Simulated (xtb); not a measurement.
ClHSSe, SMILES Cl[Se]S. All values are semi-empirical tight-binding results from xtb (GFN2-xTB unless named), good for trends rather than for accurate numbers. Geometry optimised at GFN2-xTB. One conformer was computed; it need not be the lowest.

Optimised geometry:

```xyz
4

Se    -0.0348     0.0774     0.6734
Cl     1.4565     0.8268    -0.7027
S     -1.4211    -0.9106    -0.6418
H     -0.8405    -2.1188    -0.6804
```
Charge 0, spin multiplicity 1.

| Property | Value |
|---|---|
| orbital gap | 3.13 eV |
| zero-point energy | 6.1 kcal/mol |
| G − E(el) at 298.15 K (modified RRHO) | -12.4 kcal/mol |
| static polarisability (D4 model) | 64.2 bohr³ |
| solvation energy, GFN2-xTB/ALPB(water) | -1.1 kcal/mol |
| solvation energy, GFN2-xTB/ALPB(ch2cl2) | -4.3 kcal/mol |

Give the atomic charges and the Wiberg bond orders between heavy atoms. (The exact figures need the calculation; the answer reports its results.)

charges (e) Se1 0.02, Cl2 -0.09, S3 -0.12, H4 0.18. Bond orders Se1–Cl2 1.22, Se1–S3 1.35.
